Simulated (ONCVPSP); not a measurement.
# Plane-wave convergence, ONCV potential for Cr (Z = 24)

Cr, optimised norm-conserving Vanderbilt (ONCV), made with ONCVPSP 4.0.1 (PBEsol, scalar-relativistic). Core [Ne], reference 3s2 3p6 3d3 (charge +3). Waves: 3s: rc 1.35 bohr, ncon 4, nbas 7, qcut 10.2 1/bohr, 2 projectors, debl 2.1 Ha; 3p: rc 1.35 bohr, ncon 5, nbas 9, qcut 8.7 1/bohr, local; 3d: rc 1.50 bohr, ncon 4, nbas 8, qcut 8.5 1/bohr, 2 projectors, debl 0.8 Ha. Local part: the p channel. Core correction: polynomial model core, fcfact 0.45.

In the s channel the program set the typed energies aside and used -4.133, 0.250 Ha. In the d channel the program set the typed energies aside and used -1.436, 0.250 Ha.

Problem. For each optimised wave give the share of its norm inside rc, the residual kinetic energy above qcut (Ha) and the cutoffs (Ha) for errors of 10, 1, 0.1 and 0.01 mHa per electron.

Solution.

```tsv
wave	norm inside rc	residual KE	10 mHa	1 mHa	0.1 mHa	0.01 mHa
3s	0.912	2.3e-07	24.6	32.9	39.1	44.2
s projector 2	0.024	2.0e-07	15.0	27.7	36.4	43.1
3p	0.869	2.9e-06	20.4	26.1	30.9	35.0
3d	0.798	5.3e-04	29.2	34.6	91.4	113.5
d projector 2	0.048	4.3e-04	26.9	33.8	53.0	121.3
```

The occupied waves need 35 Ha and 91 Ha for 1 and 0.1 mHa.
